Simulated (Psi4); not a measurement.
cyclobutane (C$_{4}$H$_{8}$), singlet, geometry from GFN2-xTB. Base run: PBE0/3-21G (Psi4 1.11).

Geometry (Å):
```xyz
12

C     -0.0061     1.0830     0.0585
C      0.0069    -1.0822     0.0709
C     -1.0829    -0.0068    -0.0586
C      1.0822     0.0061    -0.0708
H     -0.0151     1.8423    -0.7208
H     -0.0036     1.5773     1.0279
H      0.0071    -1.8505    -0.6996
H      0.0152    -1.5654     1.0459
H     -1.8424    -0.0069     0.7206
H     -1.5771    -0.0154    -1.0281
H      1.8504     0.0151     0.6998
H      1.5655     0.0034    -1.0458
```
Charge 0, spin multiplicity 1.
All else is at Psi4's defaults (density fitting, Cartesian functions).
Base energy -156.16200 Eh.

The base run was repeated with changes; each row names its change, and settings that it needs were set with it.

| change | ΔE vs base (µEh) | SCF cycles | grid points | basis functions |
|---|---|---|---|---|
| base | 0.0 | 6 | 253728 | 52 |
| guess = sap | 0.0 | 7 | 253728 | 52 |
| cholesky_tolerance = 1e-3 (with scf_type cd) | ___ | 7 | 253728 | 52 |
| dft_radial_scheme = mura | -0.1 | 6 | 257764 | 52 |
| puream = false | 0.0 | 6 | 253728 | 52 |
| dft_basis_tolerance = 1e-8 | 0.0 | 6 | 251165 | 52 |
| ints_tolerance = 1e-8 | 0.0 | 6 | 253728 | 52 |
| df_basis_scf = def2-universal-jkfit | 0.0 | 6 | 253728 | 52 |
| level_shift = 0.3 | 0.0 | 6 | 253728 | 52 |
| scf_type = out_of_core | 110 | 6 | 253728 | 52 |
| diis_max_vecs = 15 | 0.0 | 6 | 253728 | 52 |
| dft_radial_points = 99 | -0.1 | 6 | 333320 | 52 |
| scf_type = dfdirj+cosx | -53.1 | 7 | 253728 | 52 |

**Question.** Some entries are withheld; supply them.

**Answer.** 
- cholesky_tolerance = 1e-3 (with scf_type cd), ΔE vs base (µEh): -2003
